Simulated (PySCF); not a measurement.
How the method moves the HOMO and LUMO of `C#[N+][AlH2-][C]#CC#N`

Species: C₄H₃AlN₂.
Cartesian coordinates in Å at the PBE0-D3(BJ)/def2-SVP level; atoms count from 1:
```xyz
10
C4H3AlN2 angstrom
C     -1.1243    2.5335   -0.2355
N     -1.2542    1.4215    0.0141
Al    -1.4551   -0.5707    0.4603
C      0.4588   -0.9856    0.4547
C      1.6599   -1.2366    0.4472
C      3.0071   -1.5092    0.4367
N      4.1495   -1.7313    0.4254
H     -0.9973    3.5823   -0.4710
H     -2.2634   -1.0588   -0.8183
H     -2.1316   -0.4653    1.8947
```

Basis pcSseg-1 throughout (PySCF), one geometry. Geometry: PBE0-D3(BJ)/def2-SVP; no solvent, vibrations or thermal averaging.

How do the orbital energies, the gap and the dipole change with the method?

```
  method                    kind  HOMO (eV)  LUMO (eV)  gap (eV)  μ (D)  SCF cycles
    OPBE                     GGA      -6.61      -3.06      3.55   8.71          16
     PBE                     GGA      -6.64      -3.17      3.47   8.74          17
    BP86                     GGA      -6.75      -3.27      3.48   8.81          16
    PBE0           global hybrid      -7.78      -2.11      5.67   9.09          15
mPW1PW91           global hybrid      -7.81      -2.13      5.68   9.11          15
 wB97X-D  range-separated hybrid      -9.59      -0.26      9.33   9.23          14
      HF            Hartree–Fock     -10.35       1.91     12.26   9.76          13
```

The HOMO spans 3.74 eV, from OPBE down to HF, and the gap runs from 3.47 eV (PBE) to 12.26 eV (HF). Over the methods OPBE (0 %), PBE (0 %), BP86 (0 %), PBE0 (25 %), mPW1PW91 (25 %), HF (100 %), a straight line through the gap against the share of exact exchange rises by 0.88 eV for each 10 % (correlation coefficient 1.000). The dipole ranges from 8.71 D (OPBE) to 9.76 D (HF). This basis has no diffuse functions.
